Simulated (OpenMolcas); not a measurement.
# AsF3 (arsenic trifluoride): methods side by side

AsF3 has 4 atoms, charge 0, and is taken as a singlet. SMILES: `F[As](F)F`. The shape is that of a PBE0-D4/def2-TZVP optimisation.

```xyz
4

F    -0.4459    0.3956    1.3626
As   -0.4620   -0.4572   -0.1256
F     1.2040   -0.8659   -0.1127
F    -0.2962    0.9276   -1.1243
```

Each level gives the vertical energy of the triplet above the singlet (eV). The values are calculated.

```tsv
level	kind	program	value (eV)	less CCSD(T)/cc-pVDZ	CPU time (all runs)
HF/cc-pVDZ	Hartree–Fock	OpenMolcas	5.96	-0.38	19 s
SVWN5/cc-pVDZ	LDA	OpenMolcas	6.19	-0.15	36 s
PBE/cc-pVDZ	GGA	OpenMolcas	6.01	-0.33	67 s
r2SCAN/cc-pVDZ	meta-GGA	OpenMolcas	6.05	-0.29	63 s
BHLYP/cc-pVDZ	global hybrid	OpenMolcas	6.36	+0.02	43 s
M06-2X/cc-pVDZ	hybrid meta-GGA	OpenMolcas	6.07	-0.27	67 s
PBE0/cc-pVDZ	global hybrid	OpenMolcas	6.12	-0.22	52 s
CCSD(T)/cc-pVDZ, open shells restricted	coupled cluster or CI	OpenMolcas	6.34	0.00	79 s
```

CCSD(T)/cc-pVDZ, open shells restricted is the highest level here, not the true value. All-electron rows without a relativistic Hamiltonian named are non-relativistic. The values span 5.96 to 6.36 eV. A triplet this far above the singlet is often a Rydberg-like or dissociative state; sets without diffuse functions put Rydberg states too high. In the correlated wave-function rows the outer d shell of As is correlated, in sets not made for it. CPU times are rough (shared hosts, several kinds of processor): they show what a rung costs within a factor of a few.
